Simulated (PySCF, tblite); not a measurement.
Isomers of C4H14F2Si3, one GFN2-xTB conformer each. Single-point energies are computed at PBE0/pcSseg-1 (PySCF, gas phase, no added dispersion term), electronic only.

| SMILES | GFN2-xTB relative energy (kcal/mol) |
| --- | --- |
| C[Si@@](CF)(C[SiH3])C[SiH2]F | 0.0 |
| FC(F)[C@H]([SiH3])C[SiH2]C[SiH3] | 28.1 |

Conformers: `[CH3:1][Si@@:2]([CH2:3][F:4])([CH2:5][SiH3:6])[CH2:7][SiH2:8][F:9]` with C1–Si2–C3–F4 175°, C1–Si2–C5–Si6 73°, C1–Si2–C7–Si8 171°, Si2–C7–Si8–F9 170°; `[F:1][CH:2]([F:3])[C@H:4]([SiH3:5])[CH2:6][SiH2:7][CH2:8][SiH3:9]` with F1–C2–C4–Si5 -43°, C2–C4–C6–Si7 -63°, C4–C6–Si7–C8 -48°, C6–Si7–C8–Si9 -167°.

Question: What does PBE0/pcSseg-1 give for the same structures?

Answer: 
```json
{"SMILES": "C[Si@@](CF)(C[SiH3])C[SiH2]F", "PBE0/pcSseg-1 E (Eh)": "-1228.27819", "PBE0/pcSseg-1 (kcal/mol)": "0.0", "GFN2-xTB (kcal/mol)": "0.0", "point group": "C1"}
{"SMILES": "FC(F)[C@H]([SiH3])C[SiH2]C[SiH3]", "PBE0/pcSseg-1 E (Eh)": "-1228.19516", "PBE0/pcSseg-1 (kcal/mol)": "52.1", "GFN2-xTB (kcal/mol)": "28.1", "point group": "C1"}
```

Both levels put the same isomer lowest. As drawn, the lower has an Si–F bond, which the higher lacks; the higher has two fluorines on one carbon, which the lower lacks.

Question: Which frontier levels, dipoles and rotational constants go with these structures?

Answer: 
| SMILES | HOMO (eV, PBE0/pcSseg-1) | LUMO (eV) | dipole (D) | A, B, C (MHz) |
| --- | --- | --- | --- | --- |
| C[Si@@](CF)(C[SiH3])C[SiH2]F | -8.19 | 0.45 | 3.40 | 906.1, 654.5, 498.7 |
| FC(F)[C@H]([SiH3])C[SiH2]C[SiH3] | -8.08 | 0.44 | 1.81 | 1652, 426.2, 383.0 |

Question: What happens when harmonic zero-point energies from GFN2-xTB frequencies are added?

Answer: 
| SMILES | ZPE (kcal/mol) | electronic (kcal/mol) | with ZPE (kcal/mol) |
| --- | --- | --- | --- |
| C[Si@@](CF)(C[SiH3])C[SiH2]F | 102.5 | 0.0 | 0.0 |
| FC(F)[C@H]([SiH3])C[SiH2]C[SiH3] | 99.3 | 52.1 | 48.9 |

The zero-point energies span 3.2 kcal/mol. The order is unchanged.
